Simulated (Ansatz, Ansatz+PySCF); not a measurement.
```
atom   x (Å)   y (Å)   z (Å)
   N  0.0000  0.0000  0.0000
   P  0.0000  0.0000  8.0000
```

Basis set: def2-SVP (spherical functions). Charge 0, multiplicity 1.

Computed with Ansatz (development build ahead of 0.2.0); each method stands on the lowest determinant of its kind that the runs found.

(1) Give the atomization energy at this shape (free ground-state atoms in the same class of orbitals less the molecule, no zero-point energy) of singlet PN in separate pieces by PBE0 (unrestricted), UHF.

Answers

(1)

| method | atomization energy |
| --- | --- |
| PBE0 (unrestricted) | 0.0 kJ/mol |
| UHF | 0.0 kJ/mol |

Caution: the shape is not the minimum; the unrestricted determinant is a mixture of spin states. Caution for PBE0 (unrestricted): charge can spread falsely over distant fragments.
